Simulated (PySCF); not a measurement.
PySCF 2.14 output of an unrestricted r2SCAN calculation on a single atom or ion in aug-cc-pVTZ-DK3, with scalar relativity by spin-free X2C-1e:

```
SCF conv_tol = 1e-09
number electrons alpha = 42  beta = 40
    J. W. Furness, A. D. Kaplan, J. Ning, J. P. Perdew, and J. Sun.,  J. Phys. Chem. Lett. 11, 8208-8215 (2020)
    J. W. Furness, A. D. Kaplan, J. Ning, J. P. Perdew, and J. Sun.,  J. Phys. Chem. Lett. 11, 9248-9248 (2020)
    J. W. Furness, A. D. Kaplan, J. Ning, J. P. Perdew, and J. Sun.,  J. Phys. Chem. Lett. 11, 8208-8215 (2020)
    J. W. Furness, A. D. Kaplan, J. Ning, J. P. Perdew, and J. Sun.,  J. Phys. Chem. Lett. 11, 9248-9248 (2020)
cycle= 1 E= -21532.7365517308  delta_E= -0.0106  |g|= 0.0176  |ddm|= 0.899
cycle= 2 E= -21532.736692097  delta_E= -0.00014  |g|= 0.0097  |ddm|= 0.126
cycle= 3 E= -21532.7367241591  delta_E= -3.21e-05  |g|= 0.00175  |ddm|= 0.033
cycle= 4 E= -21532.7367313646  delta_E= -7.21e-06  |g|= 0.000461  |ddm|= 0.0194
cycle= 5 E= -21532.7367330768  delta_E= -1.71e-06  |g|= 0.00013  |ddm|= 0.0123
cycle= 6 E= -21532.7367331987  delta_E= -1.22e-07  |g|= 1.2e-05  |ddm|= 0.00524
cycle= 7 E= -21532.7367331991  delta_E= -4.4e-10  |g|= 1e-06  |ddm|= 0.000492
converged SCF energy = -21532.7367331991  <S^2> = 2.0025058  2S+1 = 3.00167
```

The run itself started from symmetry-adapted Hartree-Fock orbitals and held the occupation by maximum overlap, on a logarithmic radial grid, so the iterations belong to that start.

Problem. Which element, charge and spin multiplicity is this?

Solution. Bi⁺ (bismuth, charge +1), multiplicity 3; the state was [Xe] 4f14 5d10 6s2 6p1 7s1, high-spin 3P determinant (an excited configuration).

Spin-orbit coupling, absent here, splits the open shell strongly. The outer electron is Rydberg-like, and this basis confines it to a smaller radius and binds it less than a complete one would.
